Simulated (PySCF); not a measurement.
**The second ionisation energy along the third row**

All values are computed (PySCF 2.14, energy differences of UHF-based or UKS calculations, no spin-orbit coupling). Values in eV. The last column holds reference values (NIST; (s) semi-empirical, (t) theoretical, else measured). Unmarked ones compare directly (S terms, centres of terms, or small fine structure); those marked * lie between the lowest fine-structure levels and include a spin-orbit shift.

```tsv
element	configurations	UHF	SCS-MP2 (valence)	CCSD(T) (valence)	LDA	PBE	r2SCAN	reference
Mg (dyall-av3z, non-relativistic)	[Ne] 3s1 → [Ne]	14.724	n/a	n/a	15.352	15.337	15.020	15.035
Al (dyall-av3z, non-relativistic)	[Ne] 3s2 → [Ne] 3s1	17.520	18.454	18.613	18.892	18.758	18.381	18.829
Si (dyall-av3z, non-relativistic)	[Ne] 3s2 3p1 → [Ne] 3s2	15.842	16.096	16.247	16.368	16.408	16.531	16.322
P (dyall-av3z, non-relativistic)	[Ne] 3s2 3p2 → [Ne] 3s2 3p1	19.171	19.530	19.690	19.826	19.784	19.955	19.769 (s) *
S (dyall-av3z, non-relativistic)	[Ne] 3s2 3p3 → [Ne] 3s2 3p2	22.731	23.162	23.319	23.409	23.319	23.539	23.338 *
Cl (dyall-av3z, non-relativistic)	[Ne] 3s2 3p4 → [Ne] 3s2 3p3	22.586	23.466	23.520	23.978	23.842	23.802	23.771
Ar (dyall-av3z, non-relativistic)	[Ne] 3s2 3p5 → [Ne] 3s2 3p4	26.371	27.374	27.380	27.829	27.593	27.667	27.630 *
```

Question: Which of these methods has the smallest mean absolute error against the measured values here?

Answer: PBE, with 0.132 eV.

| method | elements | mean error (eV) | mean absolute error (eV) | largest error (eV) |
| --- | --- | --- | --- | --- |
| UHF | 4 | -0.821 | 0.821 | -1.308 |
| SCS-MP2 (valence) | 3 | -0.302 | 0.302 | -0.374 |
| CCSD(T) (valence) | 3 | -0.180 | 0.180 | -0.251 |
| LDA | 4 | 0.158 | 0.158 | 0.316 |
| PBE | 4 | 0.097 | 0.132 | 0.302 |
| r2SCAN | 4 | -0.056 | 0.176 | -0.447 |

Errors include the incompleteness of the basis and the frozen core.

"Valence" correlates the outer s and p shells and, in groups 3 to 12 and the f block, the outer d or f shell, open or full, or the next shell where the ion has no valence electron left; the wider scheme adds the next inner shell.
